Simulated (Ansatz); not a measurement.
`[F][Ga]([SiH3])[Cl]` + `CN[SiH](S)Cl` → `CN[SiH]([SiH3])Cl` + `[F][Ga]([SH])[Cl]`  (redistribution)

Program: Ansatz. Geometries: PBE0-D4/def2-TZVP. ΔE: electronic, gas phase. CBS: MP2 limit from def2 TZ/QZ plus the TZ coupled-cluster correction, frozen cores. Functionals use def2-TZVPP. B3LYP here is the variant with VWN-RPA as its local correlation; programs differ in this. For Ga outer-core shells are correlated without core-valence functions, which leaves a few kJ/mol of doubt a bond. Scalar relativity is left out up to krypton. One conformer a species, not always the lowest.

| level | ΔE (kJ/mol) | difference from CCSD(T)/CBS |
| --- | --- | --- |
| PBE-D4 | 15.0 | -0.2 |
| B3LYP-D4 | 15.7 | 0.5 |
| PBE | 15.4 | 0.2 |
| B3LYP | 16.3 | 1.1 |
| HF/def2-QZVPP | 8.7 | -6.5 |
| MP2/def2-QZVPP | 16.5 | 1.3 |
| SCS-MP2/def2-QZVPP | 14.6 | -0.6 |
| HF/CBS(def2) | 8.7 | -6.5 |
| MP2/CBS(def2) | 18.3 | 3.1 |
| CCSD/CBS(def2) | 15.3 | 0.1 |
| CCSD(T)/CBS | 15.2 | 0 |

Largest T1 diagnostic among the species: 0.013.
